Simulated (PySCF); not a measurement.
PySCF input file for C5H6, SMILES C1C(C1)C#C, SMD-ωB97X/6-31G*. Geometry: B3LYP-D3(BJ)/def2-SVP.

```python
import numpy as np
from pyscf import gto, scf, dft
from pyscf.solvent import smd

mol = gto.M(
    atom='''
    C     2.28077378    0.18270807   -0.00000000
    C     1.11894319   -0.16474310    0.00000000
    C    -0.26221077   -0.57554697    0.00000000
    C    -1.30381940    0.23955105    0.74919835
    C    -1.30381940    0.23955105   -0.74919835
    H     3.30939721    0.48859848   -0.00000000
    H    -0.41166066   -1.66096236    0.00000001
    H    -0.95263105    1.13617433    1.26549190
    H    -2.08583945   -0.31455270    1.27488887
    H    -2.08583944   -0.31455270   -1.27488888
    H    -0.95263105    1.13617432   -1.26549191
    ''',
    basis='6-31G*',
    charge=0,
    spin=0,
    max_memory=1600,
    verbose=3,
)
mf = dft.RKS(mol, xc='wb97x').density_fit(auxbasis='def2-universal-jkfit')
mf.grids.level = 3
mf.conv_tol = 1e-9
mf.max_cycle = 100
mf.kernel()
res = {}
for name in ['water', 'n-hexane', 'toluene']:
    s = mf.SMD()
    s.with_solvent.solvent, s.with_solvent.sasa_ng = name, 194
    s.kernel(mf.make_rdm1())
    res[name] = (s.e_tot, s.with_solvent.get_cds(), s.dip_moment(), s.mo_energy, s.converged)
    print(f'SMD {name}: dG(solv) = {(s.e_tot - mf.e_tot) * 627.509474:.3f} kcal/mol, of which CDS {res[name][1] * 627.509474:.3f}')
```

Log of the run:

```
converged SCF energy = -193.97986398631
converged SCF energy = -193.982125999104
Dipole moment(X, Y, Z, Debye): -1.13688, -0.05559, -0.00000
SMD water: dG(solv) = -1.419 kcal/mol, of which CDS 3.810
converged SCF energy = -193.98641847156
Dipole moment(X, Y, Z, Debye): -0.93331, -0.00837, -0.00000
SMD n-hexane: dG(solv) = -4.113 kcal/mol, of which CDS -2.275
converged SCF energy = -193.986880859685
Dipole moment(X, Y, Z, Debye): -0.96866, -0.01409, -0.00000
SMD toluene: dG(solv) = -4.403 kcal/mol, of which CDS -2.003
```

The run converged.

Cost: about 80 core-seconds (a rough figure).
